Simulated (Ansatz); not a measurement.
Isolated molecules relaxed with PBE0-D4/def2-TZVP in Ansatz; ΔE leaves out vibrations. CBS: MP2 limit from def2 TZ/QZ plus the TZ coupled-cluster correction, frozen cores. Functionals use def2-TZVPP. One conformer a species, not always the lowest.

`CN(C)[SiH](N)F` + `CCC(C)(C)CC` → `CCC(C)(CC)CC` + `CN[SiH](N)F`  (formal exchange of groups at a C–N bond)

(1) Is it downhill or uphill in electronic energy at CCSD(T)/CBS, and by how much? (An estimate is asked.)

(2) What do these levels give: PBE-D4, PBE0-D4, PBE0, CCSD(T)/def2-TZVPP, SCS-MP2/def2-QZVPP, HF/CBS(def2)? (Best estimate.)

Largest T1 diagnostic among the species: 0.011.

Results:

(1) Computed: Downhill: ΔE = -23.7 kJ/mol.

(2) The calculation gave: PBE-D4 -18.2, PBE0-D4 -20.4, PBE0 -19.6, CCSD(T)/def2-TZVPP -21.7, SCS-MP2/def2-QZVPP -22.4, HF/CBS(def2) -18.8 kJ/mol.

In def2-TZVPP, CCSD(T) changes the Hartree–Fock value by −3.2 kJ/mol (the triples alone add +0.2 kJ/mol) and MP2 by −4.3 kJ/mol.
